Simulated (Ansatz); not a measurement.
A nudged elastic band was laid between two geometries of BGaH₄O (7 atoms, charge 0, multiplicity 1).

All numbers below come from Ansatz 0.2.0, RKS B3LYP-D4/def2-SVP.

```json
{
 "movable images": "5",
 "climbing image": "yes",
 "spring": "5.0 eV/Å²",
 "optimiser": "quadratic models (default)",
 "start path": "through a guess of the saddle point",
 "force threshold": "0.05 eV/Å",
 "iteration limit": "60",
 "end points": "relaxed"
}
```

First end point:

```xyz
7
Properties=species:S:1:pos:R:3
B -1.398 0.019 0.029
Ga 0.629 0.006 0.538
O 1.930 -0.083 -0.709
H -2.042 -1.001 -0.048
H -1.996 1.047 -0.185
H 1.296 0.069 1.960
H 1.641 -0.125 -1.629
```

Last end point:

```xyz
7
Properties=species:S:1:pos:R:3
B -1.128 0.060 0.799
Ga 0.668 0.110 -0.290
O 2.173 0.099 -1.241
H -1.559 -0.981 0.332
H -1.664 1.085 0.427
H -0.732 0.017 1.947
H 2.303 -0.459 -2.020
```

**Question.** Which bonds break or form, and what moves?

**Answer.** Bonds broken: Ga2–H6. Bonds formed: B1–H6.

**Question.** What energy profile does the band end with?

**Answer.** The run converged. The highest image is number 3 of 0 to 6, 0.46 eV above the first end and 1.41 eV above the last; the last end lies 0.94 eV below the first. A vibrational analysis at the climbing image gives one clearly imaginary mode, 403i cm⁻¹: a first-order saddle point. The orbitals stay closed-shell, which can raise the energy where a bond breaks towards radicals; this wasn't checked here.

```csv
image,path coordinate (Å),energy (eV),Ga2–H6 (Å),B1–H6 (Å)
0,0.00,0.00,1.57,3.32
1,0.59,0.07,1.58,3.07
2,1.18,0.28,1.60,2.69
3,1.77,0.46,1.67,2.17
4,2.44,-0.48,1.95,1.41
5,3.12,-0.93,2.47,1.22
6,3.80,-0.94,2.64,1.21
```

**Question.** What is the geometry of the highest image?

**Answer.** 
```xyz
7
Properties=species:S:1:pos:R:3:forces:R:3
B -1.410 0.035 0.211 0.00 -0.02 -0.01
Ga 0.523 -0.025 -0.180 -0.02 0.01 0.01
O 2.180 -0.100 -0.814 -0.01 -0.01 0.00
H -1.917 -0.993 0.579 0.01 0.01 0.00
H -1.891 1.111 0.456 0.02 0.00 0.00
H 0.350 0.080 1.479 0.00 0.00 0.01
H 2.226 -0.176 -1.777 0.01 0.01 0.00
```

**Question.** What are the harmonic wavenumbers there?

**Answer.** 403i, 135, 304, 402, 546, 593, 666, 741, 814, 839, 1091, 1625, 2578, 2699, 3839 cm⁻¹.

The band took 14 iterations and roughly 3 core-minutes.

Time of the run: 3.1 min on 1 thread of Arm Neoverse V2, on a shared host, peak memory 0.25 GiB.
